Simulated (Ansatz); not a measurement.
A ladder of methods for InNH3 (SMILES [NH2][InH])

InNH3 has 5 atoms, charge 0, and is taken as a doublet. As SMILES, `[NH2][InH]`. The shape was relaxed beforehand at wB97X-V/def2-SVP. This is one conformer, not always the lowest.

Each level gives the adiabatic electron affinity (to the singlet anion, shapes relaxed at wB97X-V/def2-SVP, no zero-point term) (eV). The values are calculated.

The electron affinity is E(neutral) − E(anion): positive where the electron is bound.

```tsv
level	kind	program	value (eV)	CPU time (all runs)
UHF/def2-TZVPP (core potential)	Hartree–Fock	Ansatz	0.38	3.2 s
UBLYP/def2-TZVPP (core potential)	GGA	Ansatz	1.41	6.2 s
U-r2SCAN/def2-TZVPP (core potential)	meta-GGA	Ansatz	1.30	12 s
UPBE0-D4/def2-TZVPP (core potential)	global hybrid	Ansatz	1.31	6.8 s
U-wB97M-V/def2-TZVPP (core potential)	range-separated hybrid	Ansatz	1.36	26 s
UCAM-B3LYP/def2-TZVPP (core potential)	range-separated hybrid	Ansatz	1.41	7.8 s
UB2PLYP/def2-TZVPP (core potential)	double hybrid	Ansatz	1.37	14 s
RPA@PBE/def2-TZVPP (core potential)	RPA	Ansatz	1.56	13 s
```

Spin-orbit coupling, which can split open shells on such heavy atoms by tenths of an eV, is left out. The values span 0.38 to 1.56 eV. Times are those of the runs behind each value, whatever else they computed, on shared processors of several kinds: orders of magnitude only.
